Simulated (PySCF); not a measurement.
Static response to an electric field

C4H10P2S.
SMILES with atom numbers: `[CH2:1]=[CH:2][P@H:3](=[S:4])[CH2:5][CH2:6][PH2:7]` (hydrogens: H8, H9 on C1; H10 on C2; H11 on P3; H12, H13 on C5; H14, H15 on C6; H16, H17 on P7)

Cartesian coordinates in Å at the GFN2-xTB level; atoms count from 1:
```xyz
17
C4H10P2S angstrom
C     -2.9833   -0.1319   -0.9858
C     -2.2113   -0.5393    0.0094
P     -0.4223   -0.7461   -0.1541
S      0.1509   -2.5788    0.0387
C      0.2835    0.4308    1.0785
C      1.7900    0.2281    1.1356
P      2.4735    0.3535   -0.5889
H     -4.0573   -0.0952   -0.9009
H     -2.5635    0.1969   -1.9240
H     -2.6212   -0.9026    0.9453
H     -0.1965   -0.1194   -1.3819
H     -0.1870    0.2133    2.0451
H      0.0236    1.4519    0.7830
H      2.0014   -0.7880    1.4870
H      2.2676    0.9412    1.8119
H      2.4330    1.7487   -0.6547
H      3.8119    0.3488   -0.2080
```

Level: PBE0/def2-SVPD (PySCF), static field, nuclei fixed, core orbitals frozen in the response. The polarisability tensor in these axes (au):

```
x   142.46   0.41   7.01
y     0.41 119.06  -3.88
z     7.01  -3.88 105.51
```

What are the eigenvalues, a third of the trace, and Δα (Δα² = ½Σ(αi − αj)² over the three pairs)?

Principal values 103.27, 120.01 and 143.75 au; mean 122.34 au = 18.13 Å³ = 20.17 × 10⁻⁴⁰ C²·m²/J; Δα = 35.23 au (29 % of the mean).

What is the dipole moment, and where does it point?

(-1.27, 4.30, 0.89) D, 4.57 D in size, pointing from the negative to the positive side. Measured along this direction, the outermost atoms are S4 at the negative end and H13 at the positive end.

Rayleigh depolarisation ratio (linearly polarised light, static tensor)?

ρ = 3Δα²/(45ᾱ² + 4Δα²) = 3723.4/(673558 + 4964.6) = 0.00549.

Find the Langevin capture rate constant for NO+ (29.998 u) meeting this molecule (151.998 u), k = 2.342 × 10⁻⁹ cm³/s × √(α in Å³ / reduced mass in u).

The reduced mass is 25.05 u, so k = 1.99 × 10⁻⁹ cm³/s. The formula leaves out the permanent dipole, which adds to the capture rate.

Molar refractivity from α?

Lorentz–Lorenz: R = (4π/3)N_A α = 2.5225 cm³/(mol·Å³) × 18.13 Å³ = 45.7 cm³/mol, in the limit of long wavelengths.

Isolated species at its GFN2-xTB geometry (one conformer only).
